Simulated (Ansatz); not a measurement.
Consider the ligand exchange at the In–O bond: `[F][In]([F])[O][SiH3]` + NH₃ → `[NH2][In]([F])[F]` + silanol.

Program: Ansatz. Geometries: PBE0-D4/def2-TZVP. ΔE: electronic, gas phase. CCSD(T)/CBS adds triple-zeta CCSD(T) − MP2 to the extrapolated MP2 energy (def2 sets, frozen cores). This one scheme is used for every species. DFT in def2-TZVPP. Elements past krypton have def2 core potentials. For In outer-core shells are correlated without core-valence functions, which leaves a few kJ/mol of doubt a bond. Each species was taken in one conformer, which may not be the lowest.

```
        level  ΔE (kJ/mol)
   r2SCAN0-D4         16.2
      ωB97X-V         18.1
         PBE0         11.8
HF/def2-QZVPP         28.7
```

Problem. What does CCSD(T)/CBS give? (Best estimate.)

Solution. Computed: +19.5 kJ/mol. The listed levels differ from it by -3.3, -1.4, -7.7, 9.2 kJ/mol.

Problem. What do rigid-rotor, harmonic-oscillator terms from PBE0-D4/def2-TZVP frequencies (298.15 K, 1 bar) make of the CCSD(T)/CBS value? (Best estimate.)

Solution. Ansatz gave: ΔZPE = +0.5 kJ/mol, ΔH = +16.9 kJ/mol, ΔS = -2 J/(mol·K), ΔG = +17.6 kJ/mol. Modes under 50 cm⁻¹ make the entropy rough.

Largest T1 diagnostic among the species: 0.017.

At CCSD(T), def2-SVP lies +11.4 kJ/mol from the extrapolated value and def2-TZVPP −0.7 kJ/mol. Leaving LDA and LC-ωPBE aside and taking each functional with its dispersion term where it has one, the values, not all of them listed here, spread over 11.3 kJ/mol, from PBE-D4 to B97M-V. LDA lies −7.7 kJ/mol from PBE without D4.
